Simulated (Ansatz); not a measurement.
Program: Ansatz. Geometries: PBE0-D4/def2-TZVP. ΔE: electronic, gas phase. CBS: MP2 limit from def2 TZ/QZ plus the TZ coupled-cluster correction, frozen cores. This one scheme is used for every species. Functionals use def2-TZVPP. Each species was taken in one conformer, which may not be the lowest.

Reaction (silylene formation by 1,1-elimination): `C[SiH2]OB[SiH3]` → `COB[SiH3]` + `[SiH2]`

CCSD(T)/CBS gives +98.9 kcal/mol.

Problem. Another level gave +102.4 kcal/mol. Which?
A. ωB97M-V/def2-TZVPP
B. BLYP-D4/def2-TZVPP
C. PBE-QIDH/def2-TZVPP
D. r2SCAN0-D4/def2-TZVPP

Solution. C. PBE-QIDH 102.4, BLYP-D4 92.9, r2SCAN0-D4 104.3, ωB97M-V 97.4 kcal/mol.

Largest T1 diagnostic among the species: 0.014.

From BLYP to BHLYP (50 % exact exchange), in def2-TZVPP and without D4, ΔE moves by +9.1 kcal/mol. At CCSD(T), def2-SVP lies −10.6 kcal/mol from the extrapolated value and def2-TZVPP −2.5 kcal/mol.
